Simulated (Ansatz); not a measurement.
Reaction (atomization): `CC[SiH2]CS` → 3 C• + 10 H• + S• + Si•

Computed with Ansatz on PBE0-D4/def2-TZVP structures; ΔE is electronic, products minus reactants. CBS: MP2 limit from def2 TZ/QZ plus the TZ coupled-cluster correction, frozen cores. This one scheme is used for every species, atoms too. DFT in def2-TZVPP. B3LYP here is the variant with VWN-RPA as its local correlation; programs differ in this. No spin–orbit coupling; open shells (•) take unrestricted orbitals. Spin–orbit coupling would lower the free atoms: a little for C, S, Si. Each species was taken in one conformer, which may not be the lowest.

| level | ΔE (kJ/mol) |
| --- | --- |
| ωB97M-V | 5378.8 |
| B2PLYP | 5290.5 |
| PBE | 5376.9 |
| B3LYP | 5301.0 |
| HF/def2-TZVPP | 4030.3 |
| HF/def2-QZVPP | 4035.7 |
| HF/CBS(def2) | 4036.6 |
| MP2/CBS(def2) | 5384.0 |

Question: What does CCSD(T)/CBS give? (Estimate.)

Answer: The calculation gave: +5360.5 kJ/mol. The listed levels differ from it by 18.3, -70.0, 16.4, -59.5, -1330.2, -1324.8, -1323.9, 23.5 kJ/mol.

Largest T1 diagnostic among the species: 0.012.

The D4 term adds +55.6 kJ/mol with B3LYP and +29.6 kJ/mol with PBE0; it sums over pairs of atoms, weighted by their polarisabilities, and B3LYP, whose exchange is more repulsive, gets the larger term. From PBE to PBE0 (25 % exact exchange), in def2-TZVPP and without D4, ΔE moves by −38.4 kJ/mol: exact exchange takes away binding that semilocal exchange gives to molecules.

For atomizations the MP2-based limit and the directly extrapolated one differ by several kJ/mol either way, and by 10 to 25 for some Ge, Se and Sn compounds, so smaller differences from it don't rank the levels.
